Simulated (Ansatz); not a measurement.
`CC[Se]BF` and `C=C[Se]CC` differ in one atom or group.

Ansatz, PBE0-D4/def2-TZVP geometries, multiplicity 1. Each molecule was computed in one conformer, which needn't be the lowest.

Scalar relativity is left out up to krypton.

```csv
property,`CC[Se]BF`
size of the dipole moment (PBE/def2-TZVPP) / D,1.52
HOMO–LUMO gap (PBE/def2-TZVPP) / eV,4.61
HOMO–LUMO gap (PBE0/def2-TZVPP) / eV,6.62
LUMO energy (PBE/def2-TZVPP) / eV,-1.52
size of the dipole moment (ωB97M-V/def2-TZVPP) / D,1.34
HOMO energy (B3LYP/def2-TZVPP) / eV,-7.00
```

(1) What does the change do to each property? (Best estimate.)

Results:

(1) Computed: 
```tsv
property	`C=C[Se]CC`	shift
size of the dipole moment (PBE/def2-TZVPP) / D	1.17	-0.35
HOMO–LUMO gap (PBE/def2-TZVPP) / eV	4.16	-0.45
HOMO–LUMO gap (PBE0/def2-TZVPP) / eV	6.13	-0.49
LUMO energy (PBE/def2-TZVPP) / eV	-0.84	0.68
size of the dipole moment (ωB97M-V/def2-TZVPP) / D	1.21	-0.13
HOMO energy (B3LYP/def2-TZVPP) / eV	-5.82	1.18
```

With PBE0 the HOMO rises by 1.21 eV and the LUMO rises by 0.71 eV, so the gap narrows by about 0.50 eV. PBE moves the HOMO by 1.14 eV and ωB97M-V by 1.24 eV. Dipoles are sizes alone; their direction can turn.

B3LYP here is the variant with VWN-RPA as its local correlation; programs differ in this.

Spin–orbit coupling is left out; it splits and shifts lone-pair levels of the heavy atoms by tenths of an eV.
